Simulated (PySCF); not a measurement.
**BrZrN + HF → FZrN + HBr**

Level: PBE0 in the def2-TZVP basis family, computed in PySCF with density fitting; scalar-relativistic core potentials for atoms from Rb on, none lighter, no spin–orbit coupling; open shells unrestricted.

```csv
species,state and structure,E (Eh),ZPE (kJ/mol),H(298 K) − H(0) (kJ/mol),S° (J/(mol K))
BrZrN,"singlet, Cs, Zr–Br 2.568 Å, Zr–N 1.687 Å; Br–Zr–N 113.2°",-2675.61036,8.9,12.9,302.2
HF,"singlet, C∞v, H–F 0.920 Å",-100.39188,24.9,8.7,173.6
FZrN,"singlet, Cs, Zr–F 1.960 Å, Zr–N 1.696 Å; F–Zr–N 108.8°",-201.53366,11.3,11.7,277.5
HBr,"singlet, C∞v, H–Br 1.421 Å",-2574.45811,16.0,8.7,198.5
```

Question: What is the electronic reaction energy?

Answer: At PBE0/def2-TZVP, ΔE = 27.5 kJ/mol from the differences of the total energies times 2625.5, uphill. Ligand exchange with HF takes part in thermal etching.

Question: Add zero-point, thermal and entropy terms for 298.15 K and 1 bar.

Answer: ΔZPE = -6.5 and Δ[H(298) − H(0)] = -1.2 kJ/mol give ΔH° = 19.8 kJ/mol. ΔS° = 0.2 J/(mol K), so ΔG° = 19.8 − 298.15 × (0.0002) = 20 kJ/mol and log₁₀K = -3.5.

Each species is the lowest minimum found with this bonding; other isomers or fragments can lie lower.
